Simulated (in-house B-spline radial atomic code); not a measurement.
Ionisation energies along the 55-electron series, configuration [Kr] 4d10 4f9, as differences of self-consistent energies. NIST's values go from ground level to ground level; the uncertainty of those that are theory runs from under 0.1 % in few-electron ions to several per cent in heavy many-electron ones. Computed with an all-electron radial atomic-structure program (B-spline basis): non-relativistic Hartree-Fock, average of the configuration, point nuclei.

This level leaves out relativity, spin-orbit splitting included, which matters for heavy ions.

```json
{"ion": "Tm14+", "configuration after": "[Kr] 4d10 4f8", "ionisation energy (eV)": "299.1", "IE/(q+1)² (eV)": "1.3295", "-ε less Coulomb ΔSCF (eV)": "3.2415", "tabulated value (eV)": "317", "tabulated kind": "tabulated theory", "computed minus tabulated (eV)": "-17.9"}
{"ion": "Yb15+", "configuration after": "[Kr] 4d10 4f8", "ionisation energy (eV)": "337.7", "IE/(q+1)² (eV)": "1.3192", "-ε less Coulomb ΔSCF (eV)": "3.257", "tabulated value (eV)": "360", "tabulated kind": "tabulated theory", "computed minus tabulated (eV)": "-22.3"}
{"ion": "Lu16+", "configuration after": "[Kr] 4d10 4f8", "ionisation energy (eV)": "378.2", "IE/(q+1)² (eV)": "1.3086", "-ε less Coulomb ΔSCF (eV)": "3.2733", "tabulated value (eV)": "399", "tabulated kind": "tabulated theory", "computed minus tabulated (eV)": "-20.8"}
{"ion": "Hf17+", "configuration after": "[Kr] 4d10 4f8", "ionisation energy (eV)": "?", "IE/(q+1)² (eV)": "?", "-ε less Coulomb ΔSCF (eV)": "?", "tabulated value (eV)": "?", "tabulated kind": "tabulated theory", "computed minus tabulated (eV)": "?"}
{"ion": "Ta18+", "configuration after": "[Kr] 4d10 4f8", "ionisation energy (eV)": "464.8", "IE/(q+1)² (eV)": "1.2875", "-ε less Coulomb ΔSCF (eV)": "3.3062", "tabulated value (eV)": "482", "tabulated kind": "tabulated theory", "computed minus tabulated (eV)": "-17.2"}
{"ion": "W19+", "configuration after": "[Kr] 4d10 4f8", "ionisation energy (eV)": "510.9", "IE/(q+1)² (eV)": "1.2772", "-ε less Coulomb ΔSCF (eV)": "3.3225", "tabulated value (eV)": "502.6", "tabulated kind": "semi-empirical", "computed minus tabulated (eV)": "8.3"}
{"ion": "Re20+", "configuration after": "[Kr] 4d10 4f8", "ionisation energy (eV)": "?", "IE/(q+1)² (eV)": "?", "-ε less Coulomb ΔSCF (eV)": "?", "tabulated value (eV)": "?", "tabulated kind": "tabulated theory", "computed minus tabulated (eV)": "?"}
{"ion": "Os21+", "configuration after": "[Kr] 4d10 4f8", "ionisation energy (eV)": "608.6", "IE/(q+1)² (eV)": "1.2574", "-ε less Coulomb ΔSCF (eV)": "3.354", "tabulated value (eV)": "620", "tabulated kind": "tabulated theory", "computed minus tabulated (eV)": "-11.4"}
```

Question: Fill in the row of Hf17+.

Answer: ionisation energy (eV): 420.5; IE/(q+1)² (eV): 1.298; -ε less Coulomb ΔSCF (eV): 3.2898; tabulated value (eV): 440; computed minus tabulated (eV): -19.5.

Question: Fill in the row of Re20+.

Answer: ionisation energy (eV): 558.8; IE/(q+1)² (eV): 1.2672; -ε less Coulomb ΔSCF (eV): 3.3385; tabulated value (eV): 570; computed minus tabulated (eV): -11.2.
